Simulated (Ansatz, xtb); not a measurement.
## Isomers of CH9B4N3 in order of energy

4 gas-phase structures of CH9B4N3, from a drawn sample of its isomers (lower ones may exist). Each was relaxed with GFN2-xTB:

A. a singlet given by its coordinates
B. `BCN1BNBNB1`, a singlet
C. `BN1BNBN(C)B1`, a singlet
D. `BN1BNB(C)NB1`, a singlet

A (Å):

```csv
atom,x (Å),y (Å),z (Å)
C,0.8284,-1.6019,-1.4209
B,1.3058,-2.1071,-0.0344
B,0.9444,0.4520,0.0326
B,-0.8346,0.8910,1.7227
B,-1.0460,-1.0452,0.1672
N,0.2605,-0.7525,-0.3645
N,0.3875,1.2162,1.0812
N,-1.5370,-0.2285,1.2087
H,0.7339,-2.9847,0.4981
H,2.3492,-1.7662,0.3856
H,1.4831,-1.0444,-2.0823
H,0.0588,-2.1193,-1.9837
H,1.9231,0.7979,-0.5118
H,0.8875,2.0351,1.3915
H,-1.2554,1.5302,2.6111
H,-2.4325,-0.4573,1.6120
H,-1.6910,-1.9230,-0.2659
```

Close contacts (Å): C1–B2 1.55, C1–N6 1.47, B2–N6 1.74, B3–N6 1.44, B3–N7 1.41, B4–N7 1.42, B4–N8 1.42, B5–N6 1.44, B5–N8 1.41, C1–H11 1.08, C1–H12 1.08, B2–H9 1.18, B2–H10 1.18, B3–H13 1.17, B4–H15 1.17, B5–H17 1.17, N7–H14 1.01, N8–H16 1.01.

Task: Estimate their order in r2SCAN-D4/def2-SVP energy at these geometries, lowest first.

Result: Calculated order at r2SCAN-D4/def2-SVP: D (0.0), C (82.4), A (169.2), B (173.7) kJ/mol.

Energies above the lowest of each column, in kJ/mol; the last columns are at B3LYP/def2-SVP geometries and were run for some of them only (a dash: not run or not comparable):

| structure | GFN2-xTB | HF/STO-3G | r2SCAN-D4/def2-SVP | B3LYP/def2-SVP | CCSD(T)/def2-SVP + ΔMP2/def2-TZVPP |
| --- | --- | --- | --- | --- | --- |
| D | 6.7 | 0.0 | 0.0 | 0.0 | 0.0 |
| C | 0.0 | 55.6 | 82.4 | 76.2 | 76.8 |
| A | 77.0 | 187.5 | 169.2 | – | – |
| B | 98.0 | 181.9 | 173.7 | – | – |

CCSD(T)/def2-SVP + ΔMP2/def2-TZVPP puts D lowest of those it was run on; GFN2-xTB picks C. Some further structures that were screened fall inside this span and aren't listed. Flexible structures stand in one conformer each, not always the lowest. D keeps a small imaginary mode. Frequencies (GFN2-xTB) were run for C, D alone. ΔMP2 is the change of the MP2 energy from the smaller to the larger basis.

Over these structures GFN2-xTB departs from r2SCAN-D4/def2-SVP by 33.8 kJ/mol on average once a common shift is removed. A GFN2-xTB relaxation took about 0.2 s and the r2SCAN-D4/def2-SVP energy about 2.3 s on a shared host (Ansatz 0.2.0, xtb 6.7.1).
